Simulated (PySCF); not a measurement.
Several molecules and their computed UV-vis stick spectra, shuffled. Computed, not measured: TDDFT PBE0/def2-SVPD, vertical, gas phase, core orbitals frozen in the response in PySCF 2.14.0, density-fitted response routines. Geometries: GFN2-xTB; one conformer of each isolated species. Triplets are in the Tamm–Dancoff approximation.

A. `C#CC#CCC(Cl)Cl` (C6H4Cl2)
B. `CCN(CC)P` (C4H12NP)
C. `O=c1cccc(F)c(F)c1` (C7H4F2O)
D. `CC=S` (C2H4S)
E. `CC1=C(F)[P@@]1(=O)CO` (C4H6FO2P)

Lowest singlet levels (six at most, fewer where fewer were computed) with oscillator strengths:

1. 5.98 eV (f 0.009); 6.00 eV (f 0.003); 6.42 eV (f 0.004); 6.54 eV (f 0.017); 6.65 eV (f 0.038); 6.89 eV (f 0.027); T1 4.84 eV
2. 3.56 eV (f 0.000); 3.82 eV (f 0.063); 3.85 eV (f 0.000); 4.68 eV (f 0.067); 5.98 eV (f 0.415); 6.26 eV (f 0.287); T1 2.36 eV
3. 4.68 eV (f 0.000); 4.93 eV (f 0.005); 5.00 eV (f 0.000); 6.42 eV (f 0.150); 6.49 eV (f 0.007); 6.70 eV (f 0.009); T1 3.78 eV
4. 2.48 eV (f 0.000); 5.98 eV (f 0.047); 6.19 eV (f 0.273); 6.48 eV (f 0.001); 6.72 eV (f 0.060); 6.98 eV (f 0.001); T1 1.95 eV
5. 5.39 eV (f 0.002); 6.03 eV (f 0.025); 6.38 eV (f 0.005); 6.55 eV (f 0.016); 6.65 eV (f 0.023); 6.70 eV (f 0.091); T1 5.00 eV

Question: Match each spectrum to its molecule.

Answer: 1 = E, 2 = C, 3 = A, 4 = D, 5 = B.
- A: S1 at 4.68 eV, HOMO→LUMO (81%), HOMO-1→LUMO+1 (10%); Löwdin shares by element: HOMO carbon 89% or more; LUMO carbon 65% or more (atoms not listed hold the other 35%); HOMO -7.56 and LUMO -1.11 eV.
- B: S1 at 5.39 eV, HOMO→LUMO (89%), HOMO→LUMO+1 (9%); Löwdin shares by element: HOMO nitrogen 49%, phosphorus 12%, hydrogen 7% or more, carbon 6% or more (atoms not listed hold the other 25%); LUMO phosphorus 27%, carbon 16% or more, hydrogen 9% or more (atoms not listed hold the other 48%); HOMO -6.25 and LUMO 0.48 eV.
- C: S1 at 3.56 eV, HOMO-1→LUMO (100%); Löwdin shares by element: HOMO carbon 39% or more, oxygen 22% (atoms not listed hold the other 39%); LUMO carbon 65% or more (atoms not listed hold the other 35%); HOMO -7.37 and LUMO -2.83 eV; point group Cs, 2 of its 6 listed states under f = 0.0005.
- D: S1 at 2.48 eV, HOMO→LUMO (100%); S1 has the pattern of n→π* at C=S; HOMO -6.54 and LUMO -2.22 eV; point group Cs, 1 of its 6 listed states under f = 0.0005.
- E: S1 at 5.98 eV, HOMO-1→LUMO (50%), HOMO→LUMO (44%); Löwdin shares by element: HOMO oxygen 41%, carbon 27% or more (atoms not listed hold the other 32%); LUMO carbon 55% or more, phosphorus 16% (atoms not listed hold the other 30%); HOMO -7.91 and LUMO -0.53 eV.
